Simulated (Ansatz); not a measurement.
Ansatz (a first-principles code) input (HF/6-31G*):

Ansatz 0.2 input:
```yaml
crystal:
  periodic: [false, false, false]
  atoms:
    - {symbol: P, position_ang: [-0.00000000, -0.00000000, -0.50633678]}
    - {symbol: O, position_ang: [0.00000000, 0.00000000, 0.94938147]}
basis:
  gaussian:
    orbitals: 6-31G*
hamiltonian:
  xc: {name: HF}
magnetization: {spin_polarized: true, initial_magnetization: 1}
phonons: {temperatures: {t_min: 298.15, t_max: 298.15, t_step: 100}}
```

**Question.** Which harmonic wavenumbers does it give?

**Answer.** 1404 cm⁻¹ (unscaled; negative means imaginary).
